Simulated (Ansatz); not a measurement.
Input and output for K₈F₈ (relaxed from a model of 2x2x4 KF rock-salt block, whose bonding it doesn't keep).

```yaml
crystal:
  periodic: [false, false, false]
  atoms:
    - {symbol: K, position_ang: [-1.290954, -1.252777, -3.633008]}
    - {symbol: F, position_ang: [-1.295769, -1.280819, -1.118485]}
    - {symbol: K, position_ang: [-2.212072, -1.305289, 1.200524]}
    - {symbol: F, position_ang: [-1.162148, -1.217633, 3.409332]}
    - {symbol: F, position_ang: [-1.160094, 1.189398, -3.568924]}
    - {symbol: K, position_ang: [-1.301014, 1.382077, -1.073362]}
    - {symbol: F, position_ang: [-2.139249, 1.174870, 1.251072]}
    - {symbol: K, position_ang: [-1.276541, 1.277775, 3.534386]}
    - {symbol: F, position_ang: [1.156734, -1.188092, -3.569165]}
    - {symbol: K, position_ang: [1.299194, -1.381025, -1.073736]}
    - {symbol: F, position_ang: [2.141281, -1.175103, 1.249189]}
    - {symbol: K, position_ang: [1.280847, -1.280104, 3.532891]}
    - {symbol: K, position_ang: [1.287742, 1.254242, -3.632937]}
    - {symbol: F, position_ang: [1.293776, 1.281898, -1.118460]}
    - {symbol: K, position_ang: [2.212078, 1.305385, 1.199960]}
    - {symbol: F, position_ang: [1.166179, 1.215198, 3.410722]}
basis:
  gaussian: {orbitals: 6-31G}
hamiltonian: {xc: {name: PBE0}}
```

```sh
$ ansatz run in.yaml --threads 4 --pin off --events-out ev --progress --plain --max-ram 6963MiB
```

Shortened log:

```
Functional definition: PBE0
2978 factors; integrals over basis functions are off by at most 4.3e-4 eV
mean field evaluation 1: about -152264.9944 eV, gradient 1.2e2 eV
mean field evaluation 2: about -152120.3686 eV, gradient 3.1e2 eV
mean field evaluation 4: about -152289.6536 eV, gradient 1.2e1 eV
mean field evaluation 8: about -152290.2233 eV, gradient 3.2e-1 eV
mean field evaluation 16: about -152290.2235 eV, gradient 3.6e-5 eV
mean field -152290.22354644 eV, -5596.5624893106 hartree, gradient 5.2e-5 eV, S^2 0.000000; 0 other end points of the search recorded, 0 dependent functions left out
reference -152290.22360384 eV, -5596.5624914201 hartree; 112, 112 occupied and 192, 192 virtual orbitals, 2978 factors
Total energy: -152290.22360384 eV, -5596.5624914201 hartree
```

Hardware: 4 threads of Arm Neoverse V1 on a shared host. Wall time 41 s, peak host memory 2.1 GiB.

The 6-31G sets use Cartesian d functions.
